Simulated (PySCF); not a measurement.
# AgCl: energy against distance

Set-up: basis Ag cc-pVDZ-PP with ECP28, Cl cc-pV(D+d)Z; scalar-relativistic core potentials; PySCF 2.14. Energies in eV from Ag (4d10 5s1) + Cl in their ground configurations at the same level. State: ¹Σ⁺ (singlet), closed shell.

All columns are PBE0. A positive dipole means Ag(−)Cl(+).

| R (Å) | E (eV) | μ (D) | Mulliken charge on Ag (basis-dependent) | HOMO (eV) | LUMO (eV) | Mayer bond order | ⟨S²⟩ |
| --- | --- | --- | --- | --- | --- | --- | --- |
| 1.975 | -2.184 | -4.46 | 0.34 | -7.59 | -2.73 | 1.27 | 0.00 |
| 2.067 | -2.700 | -4.77 | 0.37 | -7.58 | -2.86 | 1.17 | 0.00 |
| 2.159 | -2.973 | -5.08 | 0.38 | -7.54 | -3.00 | 1.09 | 0.00 |
| 2.228 | -3.064 | -5.32 | 0.40 | -7.50 | -3.10 | 1.05 | 0.00 |
| 2.297 | -3.085 | -5.56 | 0.40 | -7.45 | -3.20 | 1.02 | 0.00 |
| 2.366 | -3.055 | -5.80 | 0.41 | -7.39 | -3.30 | 0.99 | 0.00 |
| 2.458 | -2.959 | -6.11 | 0.42 | -7.29 | -3.44 | 0.96 | 0.00 |
| 2.573 | -2.779 | -6.50 | 0.43 | -7.17 | -3.60 | 0.93 | 0.00 |
| 2.711 | -2.518 | -6.95 | 0.45 | -7.02 | -3.79 | 0.89 | 0.00 |
| 2.894 | -2.142 | -7.51 | 0.46 | -6.85 | -4.02 | 0.86 | 0.00 |

A fit through these points gives, at Re = 2.288 Å, μ = -5.53 D and dμ/dR = -3.47 D/Å; the reduced mass is 26.35 u.

Problem. How strong is the fundamental in the double-harmonic approximation, I = 42.26·(dμ/dR)²/μred km/mol?

Solution. I = 42.26·(-3.47)²/26.35 = 19.3 km/mol at PBE0.

These are scalar-relativistic numbers at best; spin–orbit coupling would shift them, the dissociation energy most.
